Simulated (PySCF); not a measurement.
C₃H₂O, SMILES O=c1cc1.

Geometry optimised at B3LYP-D3(BJ)/def2-SVP.

Two levels are set side by side: PBE/def2-TZVPD (PySCF) and M06-2X/def2-TZVPD (PySCF). Same geometry, gas phase. Differences are taken from unrounded values.

| quantity | M06-2X | PBE | PBE minus M06-2X |
|---|---|---|---|
| orbital gap (eV) | 8.16 | 3.27 | -4.88 |
| highest occupied level (eV) | -8.51 | -5.63 | 2.87 |
| lowest empty level (eV) | -0.35 | -2.36 | -2.01 |
| dipole moment (D) | 4.38 | 4.03 | -0.35 |
| mean polarisability (bohr³) | 35.3 | 37.2 | 1.9 |

Without exact exchange PBE keeps part of each electron's self-repulsion, which lifts occupied levels and narrows the gap. PBE's more diffuse valence density responds more strongly to a field. Differences between two approximate levels are no errors against the true value.

Rough cost on one machine, each run with all the roots and properties that it gave: M06-2X against PBE about 5 times.
